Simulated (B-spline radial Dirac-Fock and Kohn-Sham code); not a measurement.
**Photoionisation of fluorine ions at Al Kα (taken as 1486.9 eV)**

Method: independent-particle photoionisation in a Dirac-Hartree-Slater potential with a Latter tail, all multipoles, thresholds from Dirac-Fock ΔSCF. Computed with an atomic code on a B-spline grid. Cross sections in kb; a dash marks an empty subshell or a threshold above the photon energy.

```csv
ion,configuration,total,1s,2s,2p1/2,2p3/2
F,[He] 2s2 2p5,65.69,62.1,2.93,0.224,0.442
F³⁺,[He] 2s2 2p2,67.30,63.1,3.78,0.141,0.279
F⁴⁺,[He] 2s2 2p1,67.96,63.6,4.12,0.0860,0.170
F⁸⁺,1s1,34.60,34.6,–,–,–
```
